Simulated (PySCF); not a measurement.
**Correlation energy of Xe²⁺ (xenon, charge +2)**

[Kr] 4d10 5s2 5p4, high-spin 3P determinant. Calculation: PySCF 2.14, in def2-TZVP with the def2 core potential (28 electrons) (6s5p3d2f, 50 functions); a scalar-relativistic core potential. Frozen: 4s2 4p6 4d10; 6 electrons correlated.

MP2 pair energies summed by pair of shells (mhartree):

| pair | energy | share (%) |
| --- | --- | --- |
| 5p-5p | -41.71 | 46.2 |
| 5s-5p | -41.69 | 46.2 |
| 5s-5s | -6.88 | 7.6 |

Total MP2 correlation energy: -90.27 mhartree.

Same-spin part -20.11 and opposite-spin part -70.16 mhartree; SCS-MP2 scales them by 1/3 and 6/5 to -90.90 mhartree.

```tsv
level	correlation energy (mhartree)
CCSD	-108.14
(T)	-2.57
CCSD(T)	-110.71
```

Diagnostics: T1 = 0.0066, D1 = 0.0203, largest double amplitude 0.044.

Cost of the coupled-cluster step: 1.1 s of wall time on 1 thread of Neoverse-V1 (shared host), for 6 correlated electrons.

Iterations:

```
CC2 = 0
CCSD nocc = (np.int64(4), np.int64(2)), nmo = (41, 41)
frozen orbitals [[0, 1, 2, 3, 4, 5, 6, 7, 8], [0, 1, 2, 3, 4, 5, 6, 7, 8]]
max_cycle = 100
direct = 0
conv_tol = 1e-08
conv_tol_normt = 1e-06
diis_space = 8
diis_start_cycle = 0
Init t2, MP2 energy = -0.0902688296643531
Init E_corr(UCCSD) = -0.0902688296800127
cycle = 1  E_corr(UCCSD) = -0.103952122308231  dE = -0.0136832926  norm(t1,t2) = 0.037646
cycle = 2  E_corr(UCCSD) = -0.106899086092654  dE = -0.00294696378  norm(t1,t2) = 0.0118995
cycle = 3  E_corr(UCCSD) = -0.108178057981011  dE = -0.00127897189  norm(t1,t2) = 0.00451876
cycle = 4  E_corr(UCCSD) = -0.108141506569172  dE = 3.65514118e-05  norm(t1,t2) = 0.000480109
cycle = 5  E_corr(UCCSD) = -0.108143110891899  dE = -1.60432273e-06  norm(t1,t2) = 5.93487e-05
cycle = 6  E_corr(UCCSD) = -0.108143006482268  dE = 1.04409631e-07  norm(t1,t2) = 1.05511e-05
cycle = 7  E_corr(UCCSD) = -0.108143124253809  dE = -1.17771541e-07  norm(t1,t2) = 1.58347e-06
cycle = 8  E_corr(UCCSD) = -0.108143101208791  dE = 2.30450177e-08  norm(t1,t2) = 3.49306e-07
cycle = 9  E_corr(UCCSD) = -0.10814310102015  dE = 1.88641547e-10  norm(t1,t2) = 6.08182e-08
UCCSD converged
E(UCCSD) = -327.2473607190078  E_corr = -0.1081431010201495
UCCSD(T) correction = -0.00257127005071292
```
